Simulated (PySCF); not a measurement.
Compound: C3H11NPSi (doublet state).
SMILES with atom numbers: `[CH3:1][CH2:2][CH:3][NH:4][SiH2:5][PH2:6]` (hydrogens: H7, H8, H9 on C1; H10, H11 on C2; H12 on C3; H13 on N4; H14, H15 on Si5; H16, H17 on P6)

Cartesian coordinates in Å at the GFN2-xTB level; atoms count from 1:
```
atom  x, y, z in Å
C1    -2.495   -0.250    0.943
C2    -2.045    0.079   -0.493
C3    -0.714    0.728   -0.536
N4     0.429   -0.021   -0.476
Si5    2.039    0.540   -0.228
P6     3.200   -1.371   -0.178
H7    -3.467   -0.736    0.934
H8    -2.564    0.662    1.532
H9    -1.777   -0.913    1.420
H10   -2.787    0.740   -0.947
H11   -2.019   -0.851   -1.070
H12   -0.600    1.773   -0.315
H13    0.267   -1.008   -0.630
H14    2.122    1.342    1.006
H15    2.509    1.399   -1.330
H16    3.496   -1.322    1.171
H17    4.399   -0.779   -0.515
```

The hyperfine couplings belong to this conformer and change with its torsions.

Method used: UKS B3LYP, pcH-1 on C H N P Si, non-relativistic, mean-field spin-orbit, GIAO in PySCF. Isolated species at its GFN2-xTB geometry (one conformer only). A GFN2-xTB geometry isn't a minimum of the functional, and hyperfine couplings can be far from their values at a DFT geometry. No stability test was run, so a lower SCF solution isn't excluded.

Problem. Give the isotropic g value and a_iso(13C) at C3.

Solution. g_iso = 2.00277 and a = +98.71 MHz, or +3.521 mT (Mulliken spin population +0.86). 13C makes up about 1.07 % of the natural element, so this concerns labelled samples or satellites.

Problem. For one electron spin and this one nucleus (I = 1/2, g_N = 1.4048), compare first-order, second-order and exact resonance fields at 3.356 GHz.

Solution. First order: B = B0 − a·mI with B0 = 119.724 mT. Second order subtracts a²[I(I+1) − mI²]/(2B0). The exact fields come from the Breit–Rabi levels of H = g μB B Sz − g_N μN B Iz + a S·I.

```csv
mI,first order (mT),second order (mT),exact (mT),exact − first order
−1/2,121.485,121.459,121.459,-0.026
+1/2,117.963,117.937,117.937,-0.026
```

Problem. What g and a would be read from the two outer exact lines by first-order rules?

Solution. Their midpoint, 119.698 mT, gives an apparent g of 2.00320 (true 2.00277), and their distance over 2I an apparent |a| of 3.522 mT (true 3.521).

Problem. Give the zero-field levels of this pair of spins.

Solution. F = I ± 1/2 = 1 and 0, at a·I/2 = +24.7 MHz and −a(I+1)/2 = -74.0 MHz, that is |a|(I + 1/2) = 98.7 MHz apart; F = 0 lies lower.

Other couplings of abundant isotopes, left aside here: 1 × 1H 52 MHz, 2 × 1H 25 MHz, 2 × 1H 18 MHz, 1 × 1H 11 MHz, 1 × 31P 7 MHz, 2 × 1H 4 MHz, 3 × 1H 2 MHz, and 1 smaller.

Class means assume fast exchange of nuclei equivalent by connectivity; if that motion is slow, each nucleus keeps its own coupling. The three 1H nuclei of mean +2.0 MHz run from -4.0 to 12.2 MHz in the frozen geometry. The 1H value of +17.8 MHz is a mean of couplings from 14.8 to 20.8 MHz in this one geometry, not an average over conformers.
